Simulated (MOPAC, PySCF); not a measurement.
Ligands exchanged one at a time, In F-SH. Gas-phase values, no solvent. One relaxed conformer stands for each flexible species; it need not be the lowest. Strings in code marks are SMILES.

Quantity: vertical ionisation energy (energy after one electron is removed minus that of the parent at the parent's geometry), in eV.

Level 1: B3LYP/6-31G* (LANL2DZ on In) // PBE-D3(BJ)/def2-TZVP (PySCF)
Level 2: minus the HOMO energy of AM1 // PBE-D3(BJ)/def2-TZVP (MOPAC)
Level 3: minus the HOMO energy of PBE-D3(BJ)/def2-TZVP (PySCF)
Level 4: minus the HOMO energy of PM7 // PBE-D3(BJ)/def2-TZVP (MOPAC)

```csv
species,level 2,level 3,level 4
`[F][In]([F])[SH]` (F–In–S–H torsion 0°),10.67,7.29,10.08
```

**Question.** What does level 1 give for each?

**Answer.** 
- `[F][In]([F])[SH]` (F–In–S–H torsion 0°): 10.81
